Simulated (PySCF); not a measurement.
Removing an electron from `[SiH3]OB1C=CBC=C1`

C4H8B2OSi.
Structure used (PBE0-D3(BJ)/def2-SVP), in Å, numbered top down from 1:
```
atom  x, y, z in Å
Si1    3.0932   -0.2344   -0.0775
O2     1.5255   -0.8179   -0.0572
B3     0.2436   -0.3739   -0.0111
C4    -0.9078   -1.4456   -0.0379
C5    -2.2023   -1.0561   -0.0047
B6    -2.5596    0.4632    0.0702
C7    -1.4172    1.5355    0.0969
C8    -0.1192    1.1578    0.0620
H9     3.1225    1.2580   -0.0859
H10    3.7534   -0.7582   -1.3046
H11    3.7852   -0.7468    1.1369
H12   -0.6485   -2.5123   -0.0881
H13   -2.9948   -1.8157   -0.0276
H14   -3.7184    0.8158    0.1105
H15   -1.6620    2.6048    0.1470
H16    0.6684    1.9245    0.0837
```

Level: PBE0/def2-SVPD (PySCF). Frontier orbitals with their largest atomic shares (Löwdin; up to four atoms above 4 %):

```
orbital  ε (eV)                             main atoms
 HOMO−3   -8.97     B6 34 %, H14 26 %, C5 11 %, C7 8 %
 HOMO−2   -8.81     C7 16 %, C5 14 %, O2 14 %, C8 14 %
 HOMO−1   -7.80     B3 14 %, C8 13 %, C4 13 %, O2 12 %
   HOMO   -7.62                                      ?
   LUMO   -3.07     B6 23 %, C8 13 %, C7 13 %, C4 13 %
 LUMO+1   -0.04     C5 18 %, C7 18 %, C8 17 %, C4 17 %
 LUMO+2   -0.02  Si1 37 %, B3 16 %, H11 10 %, H10 10 %
```

What vertical ionisation energy does ΔSCF give, and how far is −ε(HOMO) from it?

ΔSCF: 9.47 eV (913 kJ/mol; threshold wavelength 131 nm); ⟨S²⟩ of the doublet left behind is 0.760, against 0.75 for a pure doublet. −ε(HOMO) is 7.62 eV, 1.85 eV below it. In exact Kohn–Sham theory the two would be equal; PBE0 (global hybrid, 25 % exact exchange) falls short of its own ΔSCF value by 20 %. Holes in the HOMO−1 and HOMO−2 were tried too where these lie within 1.2 eV of the HOMO; the lowest converged state counts.

On which atoms does the HOMO lie?

C4 (unsaturated ring CH carbon) 22 %, C5 (unsaturated ring CH carbon) 22 %, C8 (unsaturated ring CH carbon) 20 %, C7 (unsaturated ring CH carbon) 19 %, so no atom holds as much as 40 %. The HOMO−1 lies 0.18 eV lower.

And the vertical electron affinity, the fundamental gap, Mulliken's electronegativity and the hardness (with the factor ½)?

EA = 1.40 eV by ΔSCF (−ε(LUMO) = 3.07 eV). IE − EA = 8.07 eV against an orbital gap of 4.55 eV; (IE + EA)/2 = 5.44 eV; (IE − EA)/2 = 4.04 eV. Parr's electrophilicity index (IE + EA)²/[8(IE − EA)] is 1.83 eV.

With α = 103.6 au, estimate the like-pair dispersion coefficient by London's formula C6 = (3/4)α²I.

I = 0.3479 Eh, so C6 ≈ 2800 au, a rough estimate.

What kinetic energy would electrons from this vertical process carry with He I light (21.218 eV)?

21.22 − 9.47 = 11.75 eV.

Isolated species at its PBE0-D3(BJ)/def2-SVP geometry (one conformer only).

The run behind these numbers computed excited states and ΔSCF ions as well. Time: 8.2 min wall (grids of density and orbitals included); peak memory 1.1 GiB. Hardware: one thread of an Arm Neoverse N1, shared host.
